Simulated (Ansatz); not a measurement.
Li₈Cl₈⁻ (started as a model of: 1x4x4 LiCl rock-salt block), relaxed as a doublet with UKS PBE0-D4/def2-SVP in Ansatz, starting from the PBE0-D4/def2-SVP geometry of the neutral singlet. Force threshold 0.03 eV/Å.

The highest occupied level of the relaxed charge -1 doublet lies above zero (up to 0.20 eV). By energy differences its removal costs 0.58 eV (each at its own geometry, to the charge 0 singlet, at PBE0-D4/def2-TZVP). The relaxation made no stability test and no search for a lower SCF solution.

Start:

Cartesian coordinates in Å:
```
Li -0.227 -3.284 -2.810
Cl 1.048 -1.516 -3.055
Li 0.766 0.765 -3.183
Cl 1.831 2.677 -3.279
Cl -1.368 -3.156 -0.942
Li -0.076 -1.141 -0.975
Cl -0.664 1.115 -1.251
Li 0.917 2.958 -1.307
Li -0.920 -2.958 1.307
Cl 0.665 -1.118 1.254
Li 0.081 1.140 0.976
Cl 1.370 3.157 0.941
Cl -1.837 -2.675 3.277
Li -0.768 -0.765 3.183
Cl -1.045 1.516 3.055
Li 0.227 3.285 2.808
```

```json
{"step": "1", "energy (eV)": "-101779.8171", "largest force component (eV/Å)": "0.308", "SCF passes": "15"}
{"step": "2", "energy (eV)": "-101779.8680", "largest force component (eV/Å)": "0.216", "SCF passes": "19"}
{"step": "3", "energy (eV)": "-101779.8957", "largest force component (eV/Å)": "0.046", "SCF passes": "18"}
{"step": "4", "energy (eV)": "-101779.8965", "largest force component (eV/Å)": "0.003", "SCF passes": "17"}
```

Force components are those of the run's own axes.

End:

Cartesian coordinates in Å:
```
Li -0.2317 -3.3549 -2.8699
Cl 1.0984 -1.5134 -2.9830
Li 0.7613 0.7350 -3.1304
Cl 1.7766 2.6927 -3.2925
Cl -1.4145 -3.0819 -0.9466
Li -0.0788 -1.1534 -0.9856
Cl -0.6926 1.1169 -1.2503
Li 0.9116 2.9116 -1.2692
Li -0.9126 -2.9116 1.2692
Cl 0.6928 -1.1179 1.2514
Li 0.0803 1.1527 0.9863
Cl 1.4157 3.0815 0.9462
Cl -1.7795 -2.6917 3.2916
Li -0.7622 -0.7350 3.1306
Cl -1.0970 1.5137 2.9834
Li 0.2322 3.3558 2.8690
```

By distances, no bond broke or formed. The bond that changes most is Cl12–Li16, from 2.19 to 2.27 Å (atoms count from 1).

No frequencies were taken in this run, so the end may be a saddle point.

Hardware: 4 threads of Intel Xeon on a shared host. Wall time 71 s, peak host memory 1.2 GiB.
